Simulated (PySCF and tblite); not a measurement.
Results of a calculation; reference values are marked as such.
System: C7H10NS (charge -1), numbered as in [CH3:1][S:2][C@H:3]([CH3:4])[c:5]1[cH:6][cH:7][n:8][cH-:9]1.

Motion: rotation about the C5–C3 bond (torsion C6–C5–C3–S2 from -85° to 94°, rising). GFN2-xTB gives an electronic barrier of 7.2 kcal/mol and a reaction energy of 0.6 kcal/mol.

The ion is treated without a counter-ion.

(1) What does BP86/pcSseg-1 + D3(BJ), IEF-PCM chloroform give on GFN2-xTB geometries?

Programs: tblite and PySCF.

Results:

(1) A barrier of 4.3 kcal/mol, 2.8 below the tight-binding barrier (from unrounded values), a reaction energy of 0.2 kcal/mol and, with GFN2-xTB thermal terms, ΔG‡(298 K) = 4.8 kcal/mol and k = 1.7×10⁹ s⁻¹ (1 equivalent path).
